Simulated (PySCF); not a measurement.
VF₄, SMILES [V+]([F])([F])([F])[F], charge +1, multiplicity 1.

Geometry optimised at B3LYP-D3(BJ)/def2-SVP. The spin state was assumed, not searched. The isomer is the one that the SMILES or the coordinates give; other isomers of the formula were not compared.

Two levels are set side by side: TDDFT-PBE/def2-SVPD (PySCF) and TDDFT-LC-ωPBE/def2-SVPD (PySCF). Vertical, same geometry. The lowest singlet is HOMO−2→LUMO 99 % with PBE and HOMO−2→LUMO 98 % with the other functional; states are paired by order. Differences are taken from unrounded values.

```
quantity                              TDDFT-PBE
------------------------------------  ---------
lowest singlet excitation (eV)             5.12
lowest triplet excitation (TDA) (eV)       4.77
```

### Question
These are the TDDFT-PBE values. What does TDDFT-LC-ωPBE give? (An estimate is asked for; the answer gives what the named calculation found.)

### Answer

```csv
quantity,TDDFT-LC-ωPBE,TDDFT-PBE minus TDDFT-LC-ωPBE
lowest singlet excitation (eV),5.57,-0.46
lowest triplet excitation (TDA) (eV),5.21,-0.44
```

A lower first singlet is the usual sign of a functional without exact exchange. Differences between two approximate levels are no errors against the true value.

Rough cost on one machine, each run with all the roots and properties that it gave: TDDFT-LC-ωPBE against TDDFT-PBE about 4 times.
